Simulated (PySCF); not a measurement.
# Ionisation energy of Ag⁺ by level of theory

Ag⁺ [Kr] 4d10 (1S) → Ag²⁺ [Kr] 4d9 (2D), as a difference of total energies. Calculation: PySCF 2.14, in x2c-TZVPPall with one added diffuse shell each of s, p, d, f type (9s7p7d3f1g, 95 functions); scalar relativity by spin-free X2C-1e. Correlated levels: valence: [Kr] frozen; valence and next inner shell: [Ar] 3d10 frozen. The calculations carry no spin-orbit coupling.

| method | ionisation energy (eV) | plus first-order spin-orbit estimate | error of that sum (eV) |
| --- | --- | --- | --- |
| UHF | 19.710 | 19.471 | -2.013 |
| LDA | 22.328 | 22.089 | +0.605 |
| PBE | 21.883 | 21.644 | +0.160 |
| PBE0 | 21.631 | 21.392 | -0.092 |
| r2SCAN | 21.640 | 21.401 | -0.083 |
| r2SCAN0 | 21.487 | 21.248 | -0.236 |
| BHandHLYP | 21.320 | 21.081 | -0.403 |
| M06-2X | 21.643 | 21.404 | -0.080 |
| wB97X | 21.540 | 21.300 | -0.184 |
| MP2 (valence) | 21.793 | 21.554 | +0.070 |
| SCS-MP2 (valence) | 21.567 | 21.328 | -0.156 |
| MP2 (valence and next inner shell) | 21.859 | 21.620 | +0.136 |
| SCS-MP2 (valence and next inner shell) | 21.564 | 21.325 | -0.159 |

Reference: 21.484 eV (measured; NIST Atomic Spectra Database, ionization energies).

A first-order spin-orbit estimate (lowest level to lowest level, LS coupling) adds -0.239 eV.

Errors of the correlated levels include the incompleteness of this basis and the frozen core.
